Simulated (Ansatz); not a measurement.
Computed with Ansatz on PBE0-D4/def2-TZVP structures; ΔE is electronic, products minus reactants. CCSD(T)/CBS is the MP2 limit (def2-TZVPP, def2-QZVPP) plus CCSD(T) − MP2 in def2-TZVPP, frozen cores. This one scheme is used for every species. Functionals use def2-TZVPP. B3LYP here is the variant with VWN-RPA as its local correlation; programs differ in this. One conformer a species, not always the lowest.

Reaction (ligand exchange at the Si–S bond): `O[Si]1(S)CO1` + H–F → `O[Si]1(F)CO1` + H₂S

`O[Si]1(S)CO1`:

Z-matrix (Å, degrees):
```
Si
S 1 2.100
C 1 1.796 2 126.1
O 1 1.625 2 103.9 3 -158.3
O 1 1.638 2 120.7 3 63.2
H 2 1.344 1 92.0 3 -23.7
H 3 1.088 1 123.2 2 6.4
H 3 1.089 1 123.1 2 -159.5
H 4 0.959 1 117.5 2 -171.1
```

H–F:

Cartesian coordinates in Å:
```
F 0.159 0.238 0.360
H -0.159 -0.238 -0.360
```

`O[Si]1(F)CO1`:

Cartesian coordinates in Å:
```
O -1.190 -0.197 1.506
Si 0.136 0.120 0.641
F 1.288 0.259 1.706
C 0.479 -0.250 -1.069
O 0.089 1.156 -0.608
H -2.033 -0.154 1.051
H -0.257 -0.663 -1.756
H 1.489 -0.271 -1.471
```

H₂S:

```xyz
3

S    -0.117    0.049    0.606
H     0.671   -0.752   -0.125
H    -0.554    0.702   -0.481
```

Task: Is it downhill or uphill in electronic energy at CCSD(T)/CBS, and by how much? (Best estimate.)

Result: The calculation gave: Downhill: ΔE = -17.8 kcal/mol.

Task: What do these levels give: PBE-D4, r2SCAN-D4, B3LYP-D4, B2PLYP, PBE, B3LYP, CCSD/def2-TZVPP, CCSD(T)/def2-TZVPP, HF/def2-QZVPP, MP2/def2-QZVPP, SCS-MP2/def2-QZVPP, CCSD/CBS(def2)? (An estimate is asked.)

Result: The calculation gave: PBE-D4 -15.2, r2SCAN-D4 -18.6, B3LYP-D4 -18.9, B2PLYP -20.0, PBE -16.4, B3LYP -20.9, CCSD/def2-TZVPP -19.9, CCSD(T)/def2-TZVPP -18.8, HF/def2-QZVPP -24.8, MP2/def2-QZVPP -16.9, SCS-MP2/def2-QZVPP -18.8, CCSD/CBS(def2) -18.9 kcal/mol.

Largest T1 diagnostic among the species: 0.013.

In def2-TZVPP, CCSD(T) changes the Hartree–Fock value by +5.6 kcal/mol (the triples alone add +1.1 kcal/mol) and MP2 by +7.1 kcal/mol. The D4 term adds +2.0 kcal/mol with B3LYP and +1.1 kcal/mol with PBE0; it sums over pairs of atoms, weighted by their polarisabilities, and B3LYP, whose exchange is more repulsive, gets the larger term.
